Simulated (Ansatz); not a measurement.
The inner images of a band of B2ClH2O (6 atoms, charge 0, multiplicity 2) are given out of order.

Level of theory: Ansatz, UKS B3LYP-D4/def2-mTZVP.

Image 0:

```xyz
6
Properties=species:S:1:pos:R:3
O 0.191 0.828 -1.203
B 0.181 0.289 0.064
B -0.528 -1.095 0.429
Cl -1.224 -2.540 0.974
H 0.663 1.668 -1.246
H 0.717 0.850 0.981
```

Image 6:

```xyz
6
Properties=species:S:1:pos:R:3
O 0.521 1.208 -0.875
B 0.308 0.438 0.243
B -0.578 -0.890 0.403
Cl -1.163 -2.464 0.651
H 0.112 0.876 -1.684
H 0.799 0.833 1.262
```

**Question.** Put them in order from the first end to the last, with their energies above the first end.
A.
```xyz
6
Properties=species:S:1:pos:R:3
O 0.071 0.857 -1.136
B 0.153 0.353 0.146
B -0.576 -1.029 0.485
Cl -1.162 -2.578 0.841
H 0.749 1.503 -1.364
H 0.764 0.894 1.028
```
B.
```xyz
6
Properties=species:S:1:pos:R:3
O 0.218 1.302 -0.866
B 0.189 0.425 0.200
B -0.466 -1.022 0.369
Cl -1.159 -2.511 0.796
H 0.526 0.995 -1.722
H 0.692 0.812 1.223
```
C.
```xyz
6
Properties=species:S:1:pos:R:3
O 0.047 1.191 -0.954
B 0.149 0.426 0.203
B -0.477 -1.033 0.405
Cl -1.135 -2.548 0.788
H 0.726 1.101 -1.630
H 0.691 0.862 1.188
```
D.
```xyz
6
Properties=species:S:1:pos:R:3
O 0.429 1.296 -0.848
B 0.247 0.428 0.201
B -0.462 -0.994 0.343
Cl -1.187 -2.465 0.782
H 0.272 0.951 -1.733
H 0.701 0.785 1.254
```
E.
```xyz
6
Properties=species:S:1:pos:R:3
O -0.009 1.009 -1.049
B 0.142 0.403 0.191
B -0.523 -1.027 0.452
Cl -1.150 -2.561 0.799
H 0.789 1.297 -1.505
H 0.751 0.878 1.113
```

**Answer.** A (+0.06 eV), E (+0.28 eV), C (+0.44 eV), B (+0.29 eV), D (+0.07 eV).

The run took 35 s on 2 threads of AMD EPYC 9R45 96-Core Processor (Zen 5) (shared host), peak memory 0.24 GiB.
